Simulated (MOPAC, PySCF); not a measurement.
H3BSi2, SMILES `B1[SiH]=[SiH]1`, neutral singlet in the gas phase. 

Cartesian coordinates (Å):
```xyz
6

B     -0.0128     1.0914     0.1076
Si     1.0615    -0.4931     0.0154
Si    -1.0497    -0.5205     0.1030
H     -0.0267     2.2784     0.1434
H      2.4006    -1.1470    -0.0603
H     -2.3729    -1.2091     0.1378
```
Charge 0, spin multiplicity 1.

All levels are single points at this geometry (PBE0-D3(BJ)/def2-TZVP); Pople sets use spherical d functions. Orbital energies aren't observables, and empty levels follow the basis.

HF/6-31G* in PySCF gives dipole (D) = 1.21.

Question: Estimate the dipole (D) from each of these levels: PBE0-D3(BJ)/def2-TZVP in PySCF; BP86/6-31G* in PySCF; M06-2X/6-31G* in PySCF; PBE/6-31G* in PySCF; SVWN5/6-31G* in PySCF; HF/STO-3G in PySCF; PM3 in MOPAC; PM7 in MOPAC.

Answer: 
| level | dipole (D) |
|---|---|
| PBE0-D3(BJ)/def2-TZVP in PySCF | 1.25 |
| BP86/6-31G* in PySCF | 1.04 |
| M06-2X/6-31G* in PySCF | 1.13 |
| PBE/6-31G* in PySCF | 1.06 |
| SVWN5/6-31G* in PySCF | 1.08 |
| HF/STO-3G in PySCF | 2.07 |
| PM3 in MOPAC | 1.48 |
| PM7 in MOPAC | 1.44 |
